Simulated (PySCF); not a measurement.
Ionisation energy of Ru by level of theory

Ru [Kr] 4d7 5s1 (5F) → Ru⁺ [Kr] 4d7 (4F), as a difference of total energies. Calculation: PySCF 2.14, in def2-SVP with the def2 core potential (28 electrons); scalar relativity through the core potential. Correlated levels: valence: 4s2 4p6 frozen. The calculations carry no spin-orbit coupling.

| method | ionisation energy (eV) |
| --- | --- |
| UHF | 6.335 |
| M06-2X | 7.217 |
| B3LYP | 7.644 |
| MP2 (valence) | 6.913 |
| SCS-MP2 (valence) | 6.738 |

Errors of the correlated levels include the incompleteness of this basis and the frozen core.

Question: Which method comes closest to the reference value, and which is furthest?

Answer: The reference is 7.365 eV (measured; NIST levels, between the centres of gravity of the two terms). Closest: M06-2X (error -0.148 eV); furthest: UHF (error -1.030 eV).
